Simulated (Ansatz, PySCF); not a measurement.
C$_{6}$H$_{6}$N (SMILES Nc1[c]cccc1), doublet, geometry from GFN2-xTB. Base run: CASSCF(5,7)/STO-3G (PySCF).

The PySCF input:
```python
from pyscf import gto, scf, mcscf
import numpy

mol = gto.Mole()
mol.atom = '''
    N     2.29775081   -0.10661937   -0.43562381
    C     0.94692182   -0.07273315   -0.15205063
    C     0.15164033   -1.19692505   -0.16230097
    C    -1.18926156   -1.21131203    0.04229601
    C    -1.83206200    0.00664732    0.28023026
    C    -1.08107496    1.16706643    0.30086618
    C     0.28463007    1.13946538    0.09244510
    H     2.74982939   -0.99742145   -0.30693159
    H     2.83642523    0.68555379   -0.12379061
    H    -1.75564815   -2.13070674    0.02431831
    H    -2.89891630    0.02920598    0.44441138
    H    -1.56647394    2.11480904    0.48703893
    H     0.86576613    2.05164172    0.11540454
'''
mol.basis = 'sto-3g'
mol.spin = 1
mol.verbose = 3
mol.build()

mf = scf.ROHF(mol)
mf.kernel()
mc = mcscf.CASSCF(mf, 7, 5)
mc.fix_spin_(ss=0.75)
mc.kernel()
occ = numpy.linalg.eigvalsh(mc.fcisolver.make_rdm1(mc.ci, mc.ncas, mc.nelecas))[::-1]
ss = mc.fcisolver.spin_square(mc.ci, mc.ncas, mc.nelecas)[0]
print('natural occupations', occ.round(4), ' <S^2>', round(ss, 4))
```

Programs used: Ansatz (a quantum-chemistry and plane-wave program), PySCF; a row that names a program was run with it.

Each row names what was changed in the base input (with any setting that the change needs).

| change | ΔE vs base (kcal/mol) | natural occupations | <S^2> of the state |
|---|---|---|---|
| base | 0.000 | 1.92 1.91 1.00 0.09 0.08 0.01 0.00 | 0.75 |
| orbitals = fixed (CASCI) | 8.22 | 1.94 1.92 1.00 0.07 0.06 0.01 0.00 | 0.75 |
| active space = 3 electrons, 3 orbitals | 27.65 | 1.94 1.00 0.06 | 0.75 |
| active space = 5 electrons, 4 orbitals | 25.51 | 1.99 1.95 1.00 0.06 | 0.75 |
| conv_tol = 1e-5 | 0.010 | 1.92 1.91 1.00 0.09 0.08 0.01 0.00 | 0.75 |
| active space = 3 electrons, 5 orbitals | 23.26 | 1.93 1.00 0.06 0.00 0.00 | 0.75 |
| solver = newton | 0.000 | 1.92 1.91 1.00 0.09 0.08 0.01 0.00 | 0.75 |
| code = ansatz; correction = SC-NEVPT2, all electrons | -201.3 | - | - |
| state_average = 2 states | 3.34 | - | - |
| active space = 7 electrons, 8 orbitals | -26.57 | 1.94 1.87 1.86 1.00 0.14 0.13 0.05 0.00 | 0.75 |
| fix_spin_ = off | 0.000 | 1.92 1.91 1.00 0.09 0.08 0.01 0.00 | 0.75 |

Active orbitals are taken around the Fermi level unless the row says otherwise; CASSCF can end in different local minima, and two programs can end on different orbitals. State-averaged rows give the lowest state.

Open shells are given as the SCF converged; they aren't shown to be the lowest states, and a large step between rows can be another state.
